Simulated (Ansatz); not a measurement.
Program: Ansatz. Geometries: PBE0-D4/def2-TZVP. ΔE: electronic, gas phase. CCSD(T)/CBS is the MP2 limit (def2-TZVPP, def2-QZVPP) plus CCSD(T) − MP2 in def2-TZVPP, frozen cores. Functionals use def2-TZVPP. B3LYP here is the variant with VWN-RPA as its local correlation; programs differ in this. Each species was taken in one conformer, which may not be the lowest.

Consider the isomerisation: `C/C([SiH3])=C\N` → `CCC(=N)[SiH3]`.

**Question.** Is it downhill or uphill in electronic energy at CCSD(T)/CBS, and by how much? (An estimate is asked.)

**Answer.** Ansatz gave: Uphill: ΔE = +21.3 kJ/mol.

**Question.** What do these levels give: PBE-D4, PBE0-D4, PBE, B3LYP, HF/def2-TZVPP, MP2/def2-QZVPP? (Estimate.)

**Answer.** Ansatz gave: PBE-D4 30.5, PBE0-D4 31.4, PBE 30.7, B3LYP 27.1, HF/def2-TZVPP 17.2, MP2/def2-QZVPP 28.2 kJ/mol.

Largest T1 diagnostic among the species: 0.012.
